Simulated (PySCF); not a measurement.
A calculated (UHF, PySCF 2.14, 6-31G*, the non-relativistic Hamiltonian (point nucleus)) atom or ion has these occupied shells.

```
shell  electrons  orbital energy (eV)  rms radius, mean of both spins (bohr)
 1s α          1              -6019.5                                 0.0743
 1s β          1              -6019.4                                 0.0743
 2s α          1              -737.81                                  0.319
 2s β          1              -735.23                                  0.319
 2p α          3              -627.06                                  0.288
 2p β          3              -624.50                                  0.288
 3s α          1              -116.29                                  0.972
 3s β          1              -107.93                                  0.972
 3p α          3              -83.370                                   1.05
 3p β          3              -73.142                                   1.05
 3d α          4              -32.349                                   1.32
```

(1) Name the element and its charge.

Results:

(1) Cr²⁺ (chromium, charge +2), in [Ar] 3d4, high-spin 5D determinant.
